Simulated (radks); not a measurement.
The numbers below are computed, except where a source is named.
Level of theory: scalar-relativistic Kohn-Sham, LB94 model potential, spin-polarised, spherical densities, finite nucleus; open shells are filled with parallel spins first; Fermi nuclear charge, rms radius of each element as measured or else 0.836 A^(1/3) + 0.57 fm (a radial shooting solver on a logarithmic mesh with Libxc functionals). Response by self-consistent Sternheimer equations with the Hartree and adiabatic LDA kernel, the relativistic mass of each level held fixed and spin-orbit coupling left out. Rank Be+, Be2+, Be3+, Be (NIST ground configurations) by static dipole polarisability, largest first.

Answer. Be 42.85, Be+ 22.41, Be2+ 0.05388, Be3+ 0.01837 bohr^3.
